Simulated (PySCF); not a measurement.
The vertical singlet excitations below were computed for one of the candidates. Level of theory: TDDFT CAM-B3LYP/def2-SVPD, vertical, gas phase, core orbitals frozen in the response (PySCF 2.14.0, density-fitted response routines). Geometries: PBE0-D3(BJ)/def2-SVP, one conformer each.

```json
{"state": "S1", "E (eV)": "5.82", "f": "0.0043"}
{"state": "S2", "E (eV)": "5.84", "f": "0.011"}
{"state": "S3", "E (eV)": "6.16", "f": "0.109"}
{"state": "S4", "E (eV)": "6.29", "f": "0.019"}
{"state": "S5", "E (eV)": "6.44", "f": "0.021"}
{"state": "S6", "E (eV)": "6.56", "f": "0.093"}
{"state": "S7", "E (eV)": "6.75", "f": "0.0022"}
{"state": "S8", "E (eV)": "6.83", "f": "0.034"}
{"state": "S9", "E (eV)": "7.31", "f": "0.018"}
{"state": "S10", "E (eV)": "7.42", "f": "0.0084"}
```

Triplets computed (Tamm–Dancoff): 4.28, 5.17, 5.58, 5.77 eV.

Orbital energies (eV): HOMO-3 -12.10, HOMO-2 -11.90, HOMO-1 -8.15, HOMO -7.51, LUMO 0.73, LUMO+1 0.95, LUMO+2 1.49.

**Question.** Which candidate is it?
A. `C(F)(F)CCC[C@@H](F)C`
B. `C[C@H](C(F)F)[C@@H](C)CF`
C. `FB(F)Cn1cccc1`

**Answer.** C. Its S1, at 5.82 eV, is the lowest among the candidates; the nearest of the others has S1 at 9.03 eV. S1 is HOMO→LUMO (58%), HOMO→LUMO+1 (29%), HOMO→LUMO+3 (8%). Löwdin shares by element: HOMO carbon 83% or more (atoms not listed hold the other 17%); LUMO boron 55%, carbon 9% or more, fluorine 7% or more, hydrogen 6% or more (atoms not listed hold the other 24%). At the same level the other candidates give, for their lowest levels:
- `C[C@H](F)CCCC(F)F`: 9.03 eV (f 0.008); 9.16 eV (f 0.008); 9.33 eV (f 0.014); 9.40 eV (f 0.019); 9.62 eV (f 0.026); T1 8.74 eV; HOMO -10.69, LUMO 1.25 eV
- `C[C@H](C(F)F)[C@@H](C)CF`: 9.05 eV (f 0.013); 9.08 eV (f 0.003); 9.25 eV (f 0.019); 9.31 eV (f 0.043); 9.34 eV (f 0.018); T1 8.81 eV; HOMO -10.57, LUMO 1.15 eV

Conformer computed: `[F:1][B:2]([F:3])[CH2:4][n:5]1[cH:6][cH:7][cH:8][cH:9]1`: F1–B2–C4–N5 -1°, B2–C4–N5–C6 -79°.

Without π bonds the low states are Rydberg-like; a valence basis with one diffuse set may place them up to an eV too high.
